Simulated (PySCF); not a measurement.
Computed shifts of a molecule C₄H₄F₂, PBE0/pcSseg-1 in PySCF, GIAO, gas phase, atoms alike by connectivity averaged where their shifts nearly agree, in ppm (number of nuclei): ¹³C: 121.6 (1), 81.0 (1), 80.4 (1), 30.2 (1). ¹⁹F: -133.5 (1), -135.7 (1). ¹H: 6.11 (1), 3.01 (1), 2.76 (1), 2.27 (1). References: ¹³C against TMS (σ = 186.3 ppm); ¹⁹F against CFCl3 (σ = 167.2 ppm); ¹H against TMS (σ = 31.56 ppm), references at their B3LYP-D3(BJ)/def2-TZVP geometries, non-relativistic. Geometry: B3LYP-D3(BJ)/def2-SVP. The values are those of a single conformer.

Q: Which structure fits?
(A) C#CCC(F)F
(B) C=C=CC(F)F
(C) CC=C=C(F)F
(D) FC1=CC[C@H]1F

A: A, C#CCC(F)F
